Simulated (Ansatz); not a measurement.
C2H6F2Si2 can be A, `C=C[SiH2][SiH](F)F`, or B, `F[Si@H]1C[Si@H](F)C1`.

Gas-phase electronic energies from Ansatz, PBE0-D4/def2-TZVP geometries. CCSD(T)/CBS adds triple-zeta CCSD(T) − MP2 to the extrapolated MP2 energy (def2 sets, frozen cores). DFT in def2-TZVPP. B3LYP here is the variant with VWN-RPA as its local correlation; programs differ in this. Each species was taken in one conformer, which may not be the lowest.

A:

```xyz
12

C     1.1599    0.6710   -1.9279
C     1.1161    0.5673   -0.6023
Si    0.3204   -0.8606    0.2842
Si   -1.5885   -0.0910    1.4102
F    -2.2167   -1.2487    2.3093
F    -1.1673    1.0872    2.4013
H     1.6104    1.5262   -2.4240
H     0.7500   -0.0975   -2.5771
H     1.5461    1.3707   -0.0063
H     1.2390   -1.4658    1.2869
H    -0.0912   -1.8928   -0.7061
H    -2.6782    0.4340    0.5518
```

B:

```xyz
12

F     0.6448   -1.2158   -2.2490
Si    0.5292   -0.9647   -0.6722
C     1.1399    0.7195   -0.1101
Si   -0.4704    0.8644    0.8468
F    -0.2566    0.5262    2.3981
C    -1.2117   -0.5964   -0.0729
H     1.1801   -2.1085    0.0107
H     1.1535    1.4309   -0.9434
H     2.0858    0.7917    0.4247
H    -1.1947    2.1570    0.7778
H    -1.8450   -0.2470   -0.8960
H    -1.7549   -1.3575    0.4854
```

(1) Which isomer does CCSD(T)/CBS put lower? Give the gap. (Best estimate.)

(2) Give E(B) − E(A) in kJ/mol with r2SCAN-D4, MP2/def2-TZVPP, CCSD/def2-TZVPP, CCSD(T)/def2-TZVPP, ωB97M-V, PBE0-D4, B3LYP-D4. (Estimate.)

Largest T1 diagnostic: 0.013.

Results:

(1) The calculation gave: B, by 122.5 kJ/mol.

(2) Computed: r2SCAN-D4 -132.4, MP2/def2-TZVPP -137.7, CCSD/def2-TZVPP -118.0, CCSD(T)/def2-TZVPP -118.2, ωB97M-V -136.7, PBE0-D4 -133.4, B3LYP-D4 -106.8. None reverses the order clearly.

The D4 term adds −4.4 kJ/mol with B3LYP and −1.9 kJ/mol with PBE0; it sums over pairs of atoms, weighted by their polarisabilities, and B3LYP, whose exchange is more repulsive, gets the larger term. In def2-TZVPP, CCSD(T) changes the Hartree–Fock value by −24.0 kJ/mol (the triples alone add −0.2 kJ/mol) and MP2 by −43.5 kJ/mol.
